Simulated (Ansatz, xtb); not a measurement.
## Relative energy of two structures of BrGeH3

Structure I is a singlet given by its coordinates and structure II is a singlet given by its coordinates. Both are isolated molecules in the gas phase, relaxed with B3LYP-D3(BJ)/def2-SVP.

I (Å):

```yaml
atoms:
  - { symbol: Br, position_ang: [-1.3871, 0.4151, 1.1316] }
  - { symbol: Ge, position_ang: [0.0300, -0.8182, -1.0652] }
  - { symbol: H, position_ang: [-1.3569, 1.7519, 0.6207] }
  - { symbol: H, position_ang: [-1.1275, -1.9253, -0.9911] }
  - { symbol: H, position_ang: [0.8625, -1.5595, 0.0871] }
```

Close contacts (Å): Br1–Ge2 2.89, Br1–H3 1.43, Ge2–H4 1.60, Ge2–H5 1.60.

II (Å):

```xyz
5

Br   -0.1754    1.2780    1.5014
Ge   -1.3560    0.2869   -0.9865
H    -1.6027   -1.0608   -0.1477
H     0.1448   -0.1695   -1.3326
H     0.5937    0.0979    1.7521
```

Close contacts (Å): Br1–Ge2 2.93, Br1–H5 1.43, Ge2–H3 1.61, Ge2–H4 1.61.

**Question.** Estimate which is lower in electronic energy at CCSD(T)/def2-TZVPP, and by roughly how much.

**Answer.** Too close to call at this level: CCSD(T)/def2-TZVPP gives E(II) − E(I) = +0.13 kcal/mol.

Level by level:

```json
{"level": "B3LYP-D3(BJ)/def2-SVP", "geometry": "B3LYP-D3(BJ)/def2-SVP", "E(II) − E(I) (kcal/mol)": "+0.10", "departure from the last row (kcal/mol)": "−0.03", "job, with rough time for the two": "optimisation, 3.1 min"}
{"level": "HF/def2-TZVPP", "geometry": "B3LYP-D3(BJ)/def2-SVP", "E(II) − E(I) (kcal/mol)": "−0.11", "departure from the last row (kcal/mol)": "−0.25", "job, with rough time for the two": "part of the CCSD(T) run"}
{"level": "MP2/def2-TZVPP", "geometry": "B3LYP-D3(BJ)/def2-SVP", "E(II) − E(I) (kcal/mol)": "+0.23", "departure from the last row (kcal/mol)": "+0.10", "job, with rough time for the two": "part of the CCSD(T) run"}
{"level": "CCSD(T)/def2-TZVPP", "geometry": "B3LYP-D3(BJ)/def2-SVP", "E(II) − E(I) (kcal/mol)": "+0.13", "departure from the last row (kcal/mol)": "", "job, with rough time for the two": "single point, 3.5 min"}
```

The largest departure from CCSD(T)/def2-TZVPP is that of HF/def2-TZVPP, 0.25 kcal/mol. Levels run at GFN2-xTB geometries aren't shown.

With harmonic frequencies from B3LYP-D3(BJ)/def2-SVP (ideal gas, rigid rotor, one conformer each, 298.15 K, 1 atm): the zero-point term adds −0.14 kcal/mol; ΔH is +0.03 and ΔG +0.10 kcal/mol.

The correlated steps freeze 18 core orbitals; the filled d shell of Br and Ge is correlated, in a basis made for valence electrons. Programs: Ansatz 0.2.0; the last row on 1 thread of AMD EPYC (Zen 3) on a shared host.
